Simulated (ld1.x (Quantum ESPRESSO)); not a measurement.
PBEsol TM semilocal dataset for Mg, scalar-relativistic all-electron reference.

ld1.x (Quantum ESPRESSO) 7.5 input, shortened:

```
&input
   title='Mg', zed=12., rel=1, dft='PBESOL', iswitch=3,
   config='[Ne] 3s1 3p1 3d-2'
 /
 &inputp
   pseudotype=1, tm=.true., lloc=0,
   nlcc=.false.
 /
3
2P  2  1   6.00   0.00  0.75  0.75  0.0
3D  3  2  -2.00   0.10  1.70  1.70  0.0
3S  1  0   1.00   0.00  1.70  1.70  0.0
 &test
   configts(1)='2p6 3s1 3p1'
 /
```

Occupied shells without a wave of their own: 3p. They enter only through the test configuration that unscreens the potential.

All-electron outer shells of the reference configuration (PBEsol, scalar-relativistic, ld1.x):

```json
{"shell": "1s", "level (eV)": "-1258.76", "outermost node (bohr)": "–", "outermost maximum (bohr)": "0.09"}
{"shell": "2s", "level (eV)": "-81.67", "outermost node (bohr)": "0.18", "outermost maximum (bohr)": "0.55"}
{"shell": "2p", "level (eV)": "-48.62", "outermost node (bohr)": "–", "outermost maximum (bohr)": "0.48"}
{"shell": "3s", "level (eV)": "-5.62", "outermost node (bohr)": "0.90", "outermost maximum (bohr)": "2.50"}
{"shell": "3p", "level (eV)": "-2.06", "outermost node (bohr)": "0.95", "outermost maximum (bohr)": "3.37"}
```

**Question.** Estimate the cutoffs (Ry, on a coarse ladder) from which the occupation-weighted sum of valence levels, in a spherical-Bessel basis at the reference potential, stays within 10 and 1 mRy of its value at 400 Ry.

**Answer.** 230 Ry and over 300 Ry.

**Question.** Which valence shell sets the plane-wave cutoff?

**Answer.** 2p: its level needs 260 Ry to come within 1 mRy, against 180 Ry for 3p.

**Question.** Tests: 2p6 3s2 3p0; 2p6 3s1 3p0; 2p6 3s0 3p0; 2p6 3s0 3p2; 2p6 3s1.5 3p0; 2p5 3s2 3p0; 2p6 3s0 3p1. Which has the largest error in its energy relative to the reference configuration, and how large is it?

**Answer.** 2p5 3s2 3p0, with -351 meV (all-electron minus pseudo) on +54.98 eV.
